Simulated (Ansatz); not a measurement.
Frontier orbitals of `[NH2][GeH2][Cl]`.

Cartesian coordinates in Å:
```
N 0.4574 -0.1578 -1.0942
Ge -0.0555 -0.1750 0.6497
Cl -1.4712 1.4064 1.1278
H 0.9659 0.6667 -1.3812
H -0.2827 -0.3370 -1.7583
H 1.1725 0.0857 1.5240
H -0.7863 -1.4889 0.9324
```

Total charge 0; spin multiplicity 1. Correlated methods include outer-core shells of Ge, which these sets cover unevenly. Scalar relativity is left out up to krypton. Geometry: relaxed with PBE0-D4/def2-TZVP. It is one conformer, not always the lowest. Basis def2-TZVPP, the Gaussian-basis code of Ansatz.

Orbital energies of one run (eV). Highest occupied ones, from the top: -8.16, -8.85, -9.18, -10.73, -10.77, -11.68, -14.24, -15.94, -22.98, -24.76, -35.00, -35.01, -35.08, -35.14. Empty: 0.49, 0.73, 1.47, 2.39, 2.86, 3.37.

(1) Which functional gave them?
A. r2SCAN0
B. ωB97M-V
C. B97M-V
D. r2SCANh

Answers

(1) A. HOMO energies: r2SCAN0 -8.16, ωB97M-V -10.26, r2SCANh -7.36, B97M-V -6.92 eV.
